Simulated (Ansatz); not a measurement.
CH$_{3}$GaO. Total charge 0; spin multiplicity 1. The bonds changed during the relaxation, so this is another structure than the one it started from.

| atom | x (Å) | y (Å) | z (Å) |
| --- | --- | --- | --- |
| C1 | -0.250 | -0.080 | -0.498 |
| O2 | 0.371 | 0.122 | 0.727 |
| Ga3 | 1.158 | 0.371 | 2.306 |
| H4 | -1.299 | 0.238 | -0.464 |
| H5 | -0.229 | -1.140 | -0.780 |
| H6 | 0.249 | 0.489 | -1.291 |

Task: What are the harmonic wavenumbers in cm⁻¹ at PBE0-D4/def2-TZVP (Ansatz, finite differences of forces, unscaled)? (Best estimate.)

Result: Computed: 12, 13, 494, 1173, 1173, 1208, 1473, 1490, 1490, 2997, 3059, 3059.
